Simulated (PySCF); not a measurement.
An unknown is described by computed data only.

Elements present: C, F, H and P. Monoisotopic mass: 181.9662 u.

| Property | Result |
| --- | --- |
| NMR, other nuclei | isotropic shieldings of nuclei other than C and H, by class: 246 (3 F), 62 (1 P), 73 (1 P) ppm [GIAO PBE0/pcSseg-1] |
| Polarisability | 109.0 au [B3LYP/def2-SVPD] |
| Rotational structure | rotational constants A, B, C: 1.765, 0.734, 0.570 GHz [GFN2-xTB] |
| 13C NMR | chemical shifts (computed TMS as zero) by class: 171.5 (1 C), 168.9 (1 C), 168.2 (1 C), 167.5 (1 C), 134.6 (1 C) ppm [GIAO PBE0/pcSseg-1] |
| UV, strongest line | among the 8 lowest singlet transitions: S8 at 5.40 eV (230 nm, f = 0.222) [TDDFT B3LYP/def2-SVPD] |
| UV, first state | lowest singlet excitation: 4.25 eV (292 nm, f = 0.036) [TDDFT B3LYP/def2-SVPD] |
| 1H NMR | chemical shifts (computed TMS as zero) by class: 10.23 (1 H), 9.91 (1 H), 9.91 (1 H) ppm [GIAO PBE0/pcSseg-1] |

Electronic properties: PySCF, gas phase, density fitting. Levels stand in brackets. Isolated species at its GFN2-xTB geometry, gas phase. NMR values are class means; diastereotopic atoms form classes of their own.

Question: Which formula fits the mass and the elements?

Answer: C5H3F3P2 (calculated 181.9662). No other formula that holds each of these elements comes within 0.0003 u with a fitting electron parity and a possible valence count.

Question: Give a SMILES that accounts for the data.

Answer: Numbering: `[F:1][C:2]([F:3])([F:4])[c:5]1[cH:6][p:7][cH:8][cH:9][p:10]1`. 5 carbons fall into 5 classes; from least to most shielded: substituted aromatic carbon [C5] (171.5 ppm), aromatic CH carbon [C8] (168.9 ppm), aromatic CH carbon [C6] (168.2 ppm), aromatic CH carbon [C9] (167.5 ppm), CF3 carbon [C2] (134.6 ppm). Hydrogen classes from least to most shielded: 1 H on an aromatic CH carbon, C6 (10.23 ppm), 1 H on an aromatic CH carbon, C9 (9.91 ppm), 1 H on an aromatic CH carbon, C8 (9.91 ppm). The other shieldings belong to: 246 ppm, fluorine of a CF3 group [F1/F3/F4]; 62 ppm, phosphorus bonded to 2 C [P7]; 73 ppm, phosphorus bonded to 2 C [P10]. The optimised geometry has point group Cs and is an asymmetric top. Structure: `FC(F)(F)c1cpccp1`. Computed isomers that give other values at the same levels: `FC(F)(F)c1ccpcp1` (13C chemical shifts (computed TMS as zero) by class: 195.8 (1 C), 166.5 (1 C), 162.5 (1 C), 138.4 (1 C), 135.8 (1 C) ppm). The assignments are read from this structure; whether some other isomer fits the data as well wasn't checked.

Shape of the structure used: `[F:1][C:2]([F:3])([F:4])[c:5]1[cH:6][p:7][cH:8][cH:9][p:10]1`: F1–C2–C5–C6 -59°.
